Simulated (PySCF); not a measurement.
Molecule: SMILES CS[BH2-][NH3+], CH8BNS.

Molfile (atoms numbered from 1):
```
CH8BNS
     RDKit          3D

 12 11  0  0  0  0  0  0  0  0999 V2000
    1.8679   -0.4356   -0.2528 C   0  0  0  0  0  0  0  0  0  0  0  0
    0.7886    0.2114    1.0572 S   0  0  0  0  0  0  0  0  0  0  0  0
   -0.7129    0.8049    0.0933 B   0  0  0  0  0  0  0  0  0  0  0  0
   -1.6500   -0.5117   -0.2036 N   0  0  0  0  0  0  0  0  0  0  0  0
    2.8133   -0.7532    0.2095 H   0  0  0  0  0  0  0  0  0  0  0  0
    2.0843    0.3431   -0.9992 H   0  0  0  0  0  0  0  0  0  0  0  0
    1.4428   -1.3115   -0.7704 H   0  0  0  0  0  0  0  0  0  0  0  0
   -1.3909    1.5193    0.8133 H   0  0  0  0  0  0  0  0  0  0  0  0
   -0.4561    1.2816   -1.0019 H   0  0  0  0  0  0  0  0  0  0  0  0
   -2.5417   -0.2605   -0.6358 H   0  0  0  0  0  0  0  0  0  0  0  0
   -1.8318   -0.9969    0.6773 H   0  0  0  0  0  0  0  0  0  0  0  0
   -1.1725   -1.1710   -0.8200 H   0  0  0  0  0  0  0  0  0  0  0  0
  1  2  1  0
  2  3  1  0
  3  4  1  0
  1  5  1  0
  1  6  1  0
  1  7  1  0
  3  8  1  0
  3  9  1  0
  4 10  1  0
  4 11  1  0
  4 12  1  0
M  CHG  2   3  -1   4   1
M  END
```

Geometry PBE0-D3(BJ)/def2-SVP throughout; GIAO in PySCF, gas phase, one conformer, non-relativistic; equivalent atoms averaged; basis pcSseg-2.

(1) How do the absolute shieldings σ depend on the functional? (ppm; last column core-seconds on shared hosts with different chips, so compare them loosely)

(2) Which nucleus moves most, in ppm?

Results:

(1) 
```csv
functional,kind,C1,S2,B3,N4,H10/H11/H12,H8/H9,H5/H6/H7,core-s
HF,Hartree–Fock,175.3,673.6,121.7,222.3,28.75,29.07,29.98,12
LDA,LDA,161.8,572.4,105.8,212.7,28.09,27.71,28.75,25
PBE,GGA,159.8,580.8,106.5,209.1,28.47,28.18,29.17,31
BLYP,GGA,154.6,547.9,102.6,204.1,28.63,28.44,29.32,31
BP86,GGA,159.5,582.0,106.8,208.7,28.53,28.26,29.25,30
OPBE,GGA,164.7,621.9,111.9,214.6,28.47,28.22,29.28,30
KT2,GGA,163.2,598.1,110.1,210.6,28.47,28.15,29.15,32
KT3,GGA,161.3,596.8,109.5,209.7,28.59,28.42,29.35,31
B97-D,GGA,158.4,580.8,107.4,208.4,28.63,28.49,29.37,30
B3LYP,global hybrid,159.9,583.6,107.1,208.8,28.61,28.54,29.45,23
PBE0,global hybrid,165.6,620.5,111.6,214.4,28.50,28.36,29.37,23
mPW1PW91,global hybrid,164.9,618.1,111.4,213.8,28.54,28.44,29.43,24
WP04,global hybrid,151.0,566.1,102.0,201.9,28.66,29.18,29.85,31
B97-2,global hybrid,164.2,618.6,111.6,213.3,28.59,28.52,29.47,26
BHandHLYP,global hybrid,166.3,621.1,112.7,214.6,28.61,28.71,29.62,26
CAM-B3LYP,range-separated hybrid,164.9,606.1,109.6,212.9,28.58,28.51,29.50,36
wB97X-D,range-separated hybrid,166.4,628.2,112.7,213.7,28.62,28.54,29.57,35
LC-wPBE,range-separated hybrid,172.2,654.1,114.8,220.0,28.62,28.55,29.64,45
```

(2) S2 (sulfur bonded to C, B): from 547.9 ppm with BLYP to 673.6 ppm with HF. The smallest spread is 0.66 ppm, at H10/H11/H12. Proton shifts span only some 12 ppm, so a few tenths of a ppm matter as much there as several ppm in carbon.
